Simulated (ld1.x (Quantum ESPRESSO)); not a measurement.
**arsenic (As): excitation energies, all-electron against TM**

```json
{"Element": "As (Z = 33)", "Generator": "ld1.x (Quantum ESPRESSO) 7.5", "Type": "norm-conserving Troullier–Martins (Kleinman–Bylander form)", "Functional": "BP86", "Relativity": "scalar-relativistic", "Frozen core": "[Ar]", "Valence charge": "15", "Reference configuration": "3d10 4s2 4p3", "Partial waves": "4s (bound): rc 1.25 bohr; 4p (bound): rc 1.60 bohr; 3d (bound): rc 0.55 bohr", "Local potential": "all-electron potential smoothed inside 0.45 bohr (lloc = -1)", "Core correction": "Bessel-smoothed model core inside 0.55 bohr"}
```

Energies are relative to the spin-unpolarised reference configuration 3d10 4s2 4p3; without spin polarisation the order of configurations can differ from experiment. Not all tests gave a result: 1 of 7 tests not solved or not reliable. Left out of the table: 3d9 4s2 4p3 (solver errors, printed error -110 eV).

(1) Give the all-electron excitation energy and the error of the potential for: 3d10 4s2 4p2; 3d10 4s2 4p1; 3d10 4s2 4p0; 3d10 4s1 4p3; 3d10 4s2 4p3.3; 3d10 4s1 4p4.

Levels in the configuration 3d10 4s2 4p1:

```json
{"level": "3d", "all-electron (eV)": "-62.077", "pseudo (eV)": "-61.693"}
{"level": "4s", "all-electron (eV)": "-33.648", "pseudo (eV)": "-33.607"}
{"level": "4p", "all-electron (eV)": "-22.842", "pseudo (eV)": "-22.816"}
```

A Bessel basis up to 400 Ry misses an occupied level by 0.07 Ry, so cutoffs were not judged. Note: ghost states, extra bound levels that the all-electron valence spectrum of the same l lacks: s at -750.0 eV, p at -295.9 eV (other channels not judged).

Results:

(1)

```
valence configuration  charge  ΔE all-electron (eV)  error AE − PS (meV)
         3d10 4s2 4p2      +1                 9.281                 +1.9
         3d10 4s2 4p1      +2                27.357                  +15
         3d10 4s2 4p0      +3                55.238                  +53
         3d10 4s1 4p3      +1                19.409                 +6.5
       3d10 4s2 4p3.3    -0.3                -1.270                 +0.3
         3d10 4s1 4p4       0                 9.441                 -0.5
```
